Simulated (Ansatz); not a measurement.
Geometry optimisation, UKS CAM-B3LYP/6-31G* in Ansatz.

input.yaml

```yaml
crystal:
  periodic: [false, false, false]
  atoms:
    - { symbol: B, position_ang: [0.0, 0.0, 0.0] }
    - { symbol: H, position_ang: [0.0, 0.0, 1.44] }
    - { symbol: C, position_ang: [1.3856, 0.0, -0.8] }
    - { symbol: H, position_ang: [1.7152, -1.0462, -0.9702] }
    - { symbol: H, position_ang: [1.2491, 0.508, -1.7774] }
    - { symbol: H, position_ang: [2.1552, 0.5381, -0.2082] }
    - { symbol: "N", position_ang: [-1.3423, 0.0, -0.775] }
    - { symbol: H, position_ang: [-2.0112, -0.8164, -0.6764] }
    - { symbol: H, position_ang: [-1.5914, 0.8164, -1.4036] }
    - { symbol: O, position_ang: [0.0, 0.0, 2.75] }
    - { symbol: H, position_ang: [-0.5144, -0.8011, 3.0871] }
magnetization:
  spin_polarized: true
  initial_magnetization: 1
basis:
  gaussian: { orbitals: "6-31G*" }
hamiltonian:
  xc: cam_b3lyp
relax:
  f_tol: 0.15
  max_steps: 25
  restrain:
    - { distance: [1, 9], at: 1.01, k: 30.0 }
    - { distance: [0, 1], at: 2.39, k: 30.0 }
```

Command:

```bash
$ ansatz run input.yaml --threads 4 --pin off --max-ram 5120MiB --backend cpu --events-out ev --progress --plain --runs-dir out
```

**Question.** Where does it end, and by what steps?

**Answer.** The forces met the threshold. The restraints hold the end off the free minimum; the threshold counts their pulls, which the force column leaves out. Restrained pairs: H2–O10 (1.31 → 0.99 Å), B1–H2 (1.44 → 2.39 Å). After 22 steps the energy has fallen by 2.054 eV (the restraints' own energy left out); H8 moved furthest, 1.47 Å.

| step | energy less start (eV) | largest force component (eV/Å) | accepted |
| --- | --- | --- | --- |
| 0 | 0.0000 | 2.399 | yes |
| 1 | -0.7150 | 2.800 | yes |
| 2 | -1.0073 | 3.756 | yes |
| 3 | -1.5421 | 0.973 | yes |
| 4 | -1.7240 | 0.968 | yes |
| 5 | -1.7850 | 1.169 | yes |
| 6 | -1.8014 | 0.703 | yes |
| 7 | -1.7733 | 1.940 | no |
| 8 | -1.8636 | 0.933 | yes |
| 9 | -1.8907 | 0.579 | yes |
| 10 | -1.9016 | 0.561 | yes |
| 11 | -1.9129 | 0.605 | yes |
| 12 | -1.8096 | 2.003 | no |
| 13 | -1.9230 | 0.667 | yes |
| 14 | -1.9208 | 1.028 | yes |
| 15 | -1.9317 | 0.749 | yes |
| 16 | -1.9388 | 0.712 | yes |
| 17 | -1.9508 | 1.038 | yes |
| 18 | -1.9909 | 0.644 | yes |
| 19 | -2.0089 | 1.156 | yes |
| 20 | -1.9830 | 1.676 | no |
| 21 | -2.0440 | 0.718 | yes |
| 22 | -2.0539 | 0.499 | yes |

```xyz
11
Properties=species:S:1:pos:R:3
B 0.385 0.031 -0.138
H -0.246 0.088 2.164
C 1.516 0.095 -1.217
H 2.134 -0.809 -1.172
H 1.131 0.184 -2.243
H 2.192 0.937 -1.039
N -0.984 0.008 -0.311
H -1.597 -0.034 0.497
H -1.443 0.035 -1.215
O -1.089 -0.195 2.598
H -0.953 -1.142 2.743
```

The run took 19 s on 4 threads of Intel(R) Xeon(R) 6975P-C (Granite Rapids) (shared host), peak memory 0.23 GiB.
